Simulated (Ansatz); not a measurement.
# A geometry optimisation of C4H11AlSi with PBE-D3(BJ)/def2-SVP

The starting geometry of this gas-phase singlet was optimised with GFN2-xTB; its bonds are those of `C=C[CH2][AlH][CH2][SiH3]`.

```yaml
atoms:
  - { symbol: C, position_ang: [2.4791, 2.2098, -1.2312] }
  - { symbol: C, position_ang: [2.9242, 1.1989, -0.4968] }
  - { symbol: C, position_ang: [2.4231, -0.2026, -0.5694] }
  - { symbol: C, position_ang: [-0.4224, 1.0413, 1.1256] }
  - { symbol: Al, position_ang: [1.0404, -0.2827, 0.8937] }
  - { symbol: Si, position_ang: [-1.6924, 1.0570, -0.2949] }
  - { symbol: H, position_ang: [1.7235, 2.0685, -1.9863] }
  - { symbol: H, position_ang: [2.8628, 3.2093, -1.1172] }
  - { symbol: H, position_ang: [3.6922, 1.3841, 0.2492] }
  - { symbol: H, position_ang: [3.2446, -0.9132, -0.4106] }
  - { symbol: H, position_ang: [2.0048, -0.3953, -1.5652] }
  - { symbol: H, position_ang: [1.1728, -1.4549, 1.9039] }
  - { symbol: H, position_ang: [-0.9604, 0.8312, 2.0602] }
  - { symbol: H, position_ang: [-0.0255, 2.0601, 1.2282] }
  - { symbol: H, position_ang: [-1.0479, 1.3856, -1.5704] }
  - { symbol: H, position_ang: [-2.7489, 2.0439, -0.0377] }
  - { symbol: H, position_ang: [-2.3071, -0.2722, -0.4111] }
```

Predict what becomes of its bonds when it is optimised with PBE-D3(BJ)/def2-SVP.

New bonds form, giving a structure given below by its coordinates. Contacts that close: C1–Al5 (3.58 → 2.24 Å), C2–Al5 (2.77 → 2.16 Å).

The energy falls by 0.44 eV over 45 steps:

```
step  E − E(last) (eV)
   1             0.440
   6             0.244
  11             0.242
  16             0.214
  21             0.075
  25             0.032
  30             0.022
  35             0.010
  40             0.000
  45             0.000
```

Final geometry (Å):

```xyz
17

C     2.3808    1.9920   -0.6534
C     2.8439    0.6624   -0.6866
C     2.0085   -0.4942   -0.6874
C    -0.4645    1.1776    0.9963
Al    1.4713    0.7618    0.9794
Si   -1.4579    1.0136   -0.5888
H     1.4212    2.2571   -1.1327
H     3.0956    2.8130   -0.5022
H     3.8891    0.5048   -0.3563
H     2.4802   -1.4836   -0.6030
H     1.0592   -0.4714   -1.2531
H     2.3459    0.6224    2.3055
H    -0.9188    0.5112    1.7637
H    -0.5736    2.2145    1.3848
H    -0.8595    1.8542   -1.6917
H    -2.8936    1.4474   -0.4289
H    -1.4648   -0.4138   -1.0753
```

No frequencies were run, so the end isn't proven a minimum. Run with Ansatz 0.2.0, 67 s on 4 threads of Arm Neoverse V1 (shared host).
